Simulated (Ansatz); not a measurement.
Spectroscopic constants of ZnSn, multiplicity 3 (lowest of 2S+1 = 1, 3 at CCSD(T)/def2-TZVPP on PBE0 minima; our sources give no spin for the ground state, which may be another). No spin–orbit coupling. Zn is treated without relativity.

The constants come from a fifth-degree fit in 1/R (seven points, main isotopes). Runs in def2 and cc sets follow the lowest solution found near the PBE0 minimum.

Correlated levels freeze the inner cores; with def2 sets outer-core shells near the valence are correlated too.

The values were computed with Ansatz (Gaussian basis) for Hartree–Fock, density functionals and correlated methods.  In def2 rows elements past Kr take small-core potentials, without spin–orbit coupling.

| level | r_e (Å) | ω_e (cm⁻¹) | ω_e x_e (cm⁻¹) | dipole (D) |
|---|---|---|---|---|
| SVWN5/def2-TZVPP | 2.536 | 187 | 0.88 | 1.34 |
| PBE/def2-TZVPP | 2.632 | 161 | 0.91 | 1.46 |
| r2SCAN/def2-TZVPP | 2.585 | … | 0.91 | 1.64 |
| B97M-V/def2-TZVPP | 2.666 | 147 | 1.1 | 1.43 |
| BHLYP/def2-TZVPP | 2.713 | 133 | 1.1 | 1.98 |
| CAM-B3LYP/def2-TZVPP | 2.676 | 139 | 1.1 | 1.79 |
| wB97M-V/def2-TZVPP | 2.686 | 138 | 1.1 | 1.92 |
| B2PLYP/def2-TZVPP | … | … | 1.1 | - |

Complete the blanks.


- B2PLYP/def2-TZVPP, r_e (Å): 2.657
- B2PLYP/def2-TZVPP, ω_e (cm⁻¹): 148
- r2SCAN/def2-TZVPP, ω_e (cm⁻¹): 174

Ansatz is an electronic-structure program.
